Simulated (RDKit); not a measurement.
A run for RDKit: MMFF94 on CH2O (SMILES C=O).

```python
from rdkit import Chem
from rdkit.Chem import AllChem, rdDetermineBonds

blocks = [
'''4

C     0.53482594    0.35369837    3.15491942
O     0.71112801   -0.66706572    2.54884473
H     0.13985662    1.26208066    2.66342887
H     0.75919196    0.43559775    4.23557870
''',
]
mol = None
for b in blocks:
    f = Chem.MolFromXYZBlock(b)
    rdDetermineBonds.DetermineBonds(f, charge=0)
    mol = f if mol is None else Chem.CombineMols(mol, f)
Chem.SanitizeMol(mol)
print(Chem.MolToSmiles(Chem.RemoveHs(mol)))
ff = AllChem.MMFFGetMoleculeForceField(mol, AllChem.MMFFGetMoleculeProperties(mol), nonBondedThresh=100.0, ignoreInterfragInteractions=False)
e = ff.CalcEnergy()
print(f'MMFF94 energy {e:.6f} kcal/mol')
```

Output:

```
C=O
MMFF94 energy 0.712268 kcal/mol
```

The run finished.

Cost: around 0.05 core-seconds (rough).
